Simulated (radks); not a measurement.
Q: The mean radii <r> (bohr) of the occupied orbitals of an atom or ion are listed with their occupations. Method: scalar-relativistic Kohn-Sham, exchange-only LDA, spin-polarised, spherical densities, point nucleus; computed with a radial shooting solver on a logarithmic mesh with Libxc functionals.

orbital  occ.      <r>
1s up       1  0.02113
1s down     1  0.02113
2s up       1  0.08933
2s down     1  0.08925
2p up       3  0.07897
2p down     3  0.07887
3s up       1   0.2225
3s down     1   0.2230
3p up       3   0.2185
3p down     3   0.2191
3d up       4   0.1944

Name the element and its charge. Open shells, if any, are filled with parallel spins first.

A: Z = 66, dysprosium, charge +44: Dy44+ in [Ar] 3d4. The 1s radius gives Z: for a bare nucleus <r> = (2 gamma + 1)/(2Z) with gamma = sqrt(1 - (Z/c)^2), 0.02085 bohr for Z = 66, and screening makes it slightly larger (0.02113 here). The occupations add up to 22, and the charge is Z minus that.
